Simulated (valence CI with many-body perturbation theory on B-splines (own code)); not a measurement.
Er36+: E2, M1 decay

Method: configuration interaction combined with many-body perturbation theory (CI+MBPT): four valence electrons over a frozen Dirac-Fock core [Ar] 3d10, radial functions for each j: 11 s, 11 p, 10 d, 8 f, 5 g, 2 h, with the one-electron correlation potential Σ1, the two-electron term Σ2, the three-electron term Σ3, Breit, model QED; selected CI, second order for the rest, scaled by the run's own slope (own B-spline code, finite nucleus).

No measured spectrum was set against this ion. As an estimate, large intervals hold to a few tenths of a per cent, small ones and those within an open d or f shell to about a per cent. Among the levels kept, up to 390 cm⁻¹ of a level comes from second order outside the variational space, and about a tenth of that is noise between levels of different J, which matters for small intervals.

Lines 1 to 11 of 11 in falling wavelength, among levels below 4127.9 × 10³ cm⁻¹, chosen from the decays that carry over 1 % of a level's rate. Wavelengths and rates use the calculated energies. Electric multipoles are in the length gauge with retardation, E1 and E2 with the static RPA response of the core. M1 uses the relativistic operator with retardation. Weak lines are less certain than strong ones. Lines between different terms over intervals too small for the method are left out, as are lines whose strength nearly cancels.

Levels are named by their leading jj configuration (3d3/2^4 stands for four electrons in 3d with j = 3/2), which in mixed levels can hold well under half, so a name can repeat and another be missing.

| λ vac (nm) | Upper | Lower | Type | A (s⁻¹) | Branch % |
| --- | --- | --- | --- | --- | --- |
| 24.41 | (4s^2 4p3/2 4d5/2) J=4 | (4s^2 4p1/2 4d5/2) J=3 | M1 | 8.11e+05 | 77.8 |
| 21.83 | (4s^2 4p1/2 4p3/2) J=1 | (4s^2 4p1/2^2) J=0 | M1 | 1.23e+06 | 100.0 |
| 20.79 | (4s^2 4p3/2^2) J=2 | (4s^2 4p1/2 4p3/2) J=2 | M1 | 1.05e+06 | 47.1 |
| 20.79 | (4s^2 4p3/2^2) J=2 | (4s^2 4p1/2 4p3/2) J=2 | E2 | 4.50e+04 | 2.0 |
| 20.47 | (4s^2 4p1/2 4p3/2) J=2 | (4s^2 4p1/2^2) J=0 | E2 | 2.42e+04 | 99.4 |
| 19.56 | (4s^2 4p3/2^2) J=2 | (4s^2 4p1/2 4p3/2) J=1 | M1 | 1.11e+06 | 49.8 |
| 19.56 | (4s^2 4p3/2^2) J=2 | (4s^2 4p1/2 4p3/2) J=1 | E2 | 2.32e+04 | 1.0 |
| 18.50 | (4s^2 4p3/2 4d5/2) J=4 | (4s 4p1/2 4p3/2^2) J=3 | M1 | 1.80e+05 | 17.2 |
| 18.26 | (4s^2 4p3/2^2) J=0 | (4s^2 4p1/2 4p3/2) J=2 | E2 | 1.14e+05 | 3.8 |
| 17.31 | (4s^2 4p3/2^2) J=0 | (4s^2 4p1/2 4p3/2) J=1 | M1 | 2.90e+06 | 96.2 |
| 9.827 | (4s^2 4p3/2 4d5/2) J=4 | (4s 4p1/2^2 4p3/2) J=2 | E2 | 2.37e+04 | 2.3 |
